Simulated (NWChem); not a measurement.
# Setting up CuNH2 in NWChem

CuNH2 has 4 atoms, charge 0, and is taken as a singlet. The two molecules were placed rigidly side by side, at 0.9 times their contact distance; the pair isn't optimised.

```xyz
4

N    -1.1001   -0.5476    4.3165
Cu   -0.4353   -2.1615    3.7656
H    -1.7559   -0.2358    3.6011
H    -0.3335    0.1225    4.2684
```

Settings wanted:

| Setting | Value |
| --- | --- |
| task | energy |
| method | DFT |
| functional | revPBE |
| basis set | def2-SVP |
| reference | RKS |
| integration grid | fine |
| SCF convergence threshold | 1e-08 |
| iteration cap | 100 |
| symmetry | none |
| module | dft |

Task: Write the NWChem 7.3.0 input and the command.

Result: One that was run (others would do as well):

calc.nw:
```
start calc
title "CuH2N revPBE"
memory stack 880 mb heap 220 mb global 1100 mb
charge 0
geometry noautosym nocenter noautoz
  N     -1.100150    -0.547620     4.316500
  Cu    -0.435300    -2.161500     3.765560
  H     -1.755950    -0.235830     3.601100
  H     -0.333480     0.122450     4.268450
end
basis spherical bse
  * library def2-SVP
end
dft
  xc revpbe cpbe96
  grid fine
  convergence energy 1e-08
  maxiter 100
  mulliken
  noprint "final vectors analysis"
end
task dft energy
```

```bash
$ nwchem calc.nw > calc.out
```

Calculated total energy: -1696.04248 Eh.
